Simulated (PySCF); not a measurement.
# Electron correlation in Si⁺ (silicon, charge +1)

[Ne] 3s2 3p1, 2P determinant. All numbers are calculated (PySCF 2.14, scalar relativity by spin-free X2C-1e, in aug-cc-pVDZ-DK (5s4p2d, 27 functions)). Frozen: [Ne]; 3 electrons correlated.

```tsv
level	correlation energy (mhartree)
CCSD	-53.44
(T)	-0.68
CCSD(T)	-54.12
CCSDT	-54.44
FCI	-54.44
```

Diagnostics: T1 = 0.013, D1 = 0.0299, largest double amplitude 0.107, weight of the Hartree-Fock determinant in FCI 0.9397 (5082 determinants).

**Question.** Is a single reference adequate?

**Answer.** Mostly. T1 lies below 0.03, but a double amplitude of this size points to a near-degeneracy that CCSD handles and MP2 describes poorly.
